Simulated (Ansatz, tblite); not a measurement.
Forces on the cluster Na2Te⁺ at its r2SCAN-D4/def2-TZVP geometry. Total charge 1; doublet.

In the def2 sets Te takes a core potential; there is no spin–orbit coupling. The xTB rows come from tblite. Correlated methods freeze 6 core orbitals; core or outer-core shells of Na, Te are correlated, in sets that lack core-valence functions. The structure comes from a short search, and lower isomers may exist.

GFN1-xTB (tblite), largest force 0.38 eV/Å:

```xyz
3
positions Å, forces eV/Å
Na    0.918    2.248   -1.233   -0.202   -0.176    0.221
Na   -0.399   -2.577    0.785   -0.061    0.342    0.005
Te   -0.519    0.329    0.448    0.262   -0.166   -0.226
```

GFN2-xTB (tblite), largest force 0.18 eV/Å:

```
Na 0.097 0.106 -0.109
Na 0.019 -0.179 0.010
Te -0.115 0.073 0.100
```

B2PLYP/def2-TZVP (Ansatz), largest force 0.02 eV/Å:

```
Na -0.010 -0.017 0.013
Na 0.001 0.023 -0.004
Te 0.009 -0.006 -0.008
```
